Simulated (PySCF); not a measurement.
selenium dioxide (O₂Se), SMILES O=[Se]=O.

Coordinates come from a ωB97X-D3(BJ)/def2-TZVP optimisation.

Two levels are set side by side: TDA-PBE/def2-SVPD (PySCF) and TDA-ωB97X/def2-SVPD (PySCF). Vertical, same geometry. The lowest singlet is HOMO−1→LUMO 100 % with PBE and HOMO→LUMO 98 % with the other functional; states are paired by order. Differences are taken from unrounded values.

```tsv
quantity	TDA-ωB97X
lowest singlet excitation (eV)	3.42
lowest triplet excitation (TDA) (eV)	2.59
first bright state (f over 0.05) (eV)	5.49
its oscillator strength	0.07
```

Task: What does TDA-PBE give, and how far is it from TDA-ωB97X? (The exact figures need the calculation; the answer reports its results.)

Result: 
```
quantity                               TDA-PBE  TDA-PBE minus TDA-ωB97X
-------------------------------------  -------  -----------------------
lowest singlet excitation (eV)            3.26                    -0.15
lowest triplet excitation (TDA) (eV)      2.45                    -0.14
first bright state (f over 0.05) (eV)     7.12                     1.63
its oscillator strength                   0.05                    -0.01
```

Functionals without exact exchange tend to place singlet excitations lower, as here. Differences between two approximate levels are no errors against the true value.

Rough cost on one machine, each run with all the roots and properties that it gave: TDA-ωB97X against TDA-PBE about 3 times.
